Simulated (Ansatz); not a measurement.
Start from `OC[SiH](F)CF` and change one atom or group to get `OC[SiH](F)F`.

Ansatz, PBE0-D4/def2-TZVP geometries, multiplicity 1. Each molecule was computed in one conformer, which needn't be the lowest.

| property | `OC[SiH](F)CF` |
| --- | --- |
| LUMO energy (B3LYP/def2-TZVPP) / eV | -0.37 |
| LUMO energy (PBE0/def2-TZVPP) / eV | -0.10 |
| HOMO energy (B3LYP/def2-TZVPP) / eV | -7.53 |
| LUMO energy (ωB97M-V/def2-TZVPP) / eV | 1.65 |
| size of the dipole moment (ωB97M-V/def2-TZVPP) / D | 1.27 |
| size of the dipole moment (PBE/def2-TZVPP) / D | 1.11 |

Q: What does the change do to each property? (Best estimate.)

A: Computed: 
| property | `OC[SiH](F)F` | shift |
| --- | --- | --- |
| LUMO energy (B3LYP/def2-TZVPP) / eV | -0.11 | 0.26 |
| LUMO energy (PBE0/def2-TZVPP) / eV | 0.19 | 0.29 |
| HOMO energy (B3LYP/def2-TZVPP) / eV | -7.75 | -0.22 |
| LUMO energy (ωB97M-V/def2-TZVPP) / eV | 1.90 | 0.25 |
| size of the dipole moment (ωB97M-V/def2-TZVPP) / D | 2.05 | 0.78 |
| size of the dipole moment (PBE/def2-TZVPP) / D | 1.90 | 0.79 |

With PBE0 the HOMO falls by 0.24 eV and the LUMO rises by 0.29 eV, so the gap widens by about 0.53 eV. PBE moves the HOMO by -0.18 eV and ωB97M-V by -0.24 eV. Dipoles are sizes alone; their direction can turn.

B3LYP here is the variant with VWN-RPA as its local correlation; programs differ in this.
